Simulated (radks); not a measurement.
Charge is removed step by step from the 4s up level of the tellurium ion Te23+, starting from [Ar] 3d10 4s(up 1, down 0). Method: scalar-relativistic Kohn-Sham, PBE, spin-polarised, spherical densities, point nucleus; computed with a radial shooting solver on a logarithmic mesh with Libxc functionals.

removed (e)  E - E(0) (eV)  eigenvalue (eV)  E minus straight line (eV)
0                    0.000          -734.47                       0.000
0.125               92.036          -738.44                      -1.756
0.25                184.57          -742.43                      -3.015
0.375               277.60          -746.43                      -3.775
0.5                 371.13          -750.45                      -4.033
0.625               465.17          -754.52                      -3.786
0.75                559.72          -758.63                      -3.027
0.875               654.79          -762.70                      -1.756
1                   750.34          -766.14                       0.000

Removing the whole electron costs 750.34 eV by Delta-SCF, against 734.47 eV from minus the eigenvalue at the starting occupation. Slater's transition state (half an electron removed) gives 750.45 eV. Integrating minus the eigenvalue over the occupation (Janak's theorem) gives 750.50 eV. In this scalar-relativistic scheme the density is built from large components alone, so the theorem holds only approximately. The mean slope of the eigenvalue, de/dn, is 31.7 eV per electron. Ionisation energy of Te23+ in the NIST Atomic Spectra Database: 746.1 eV (semi-empirical).
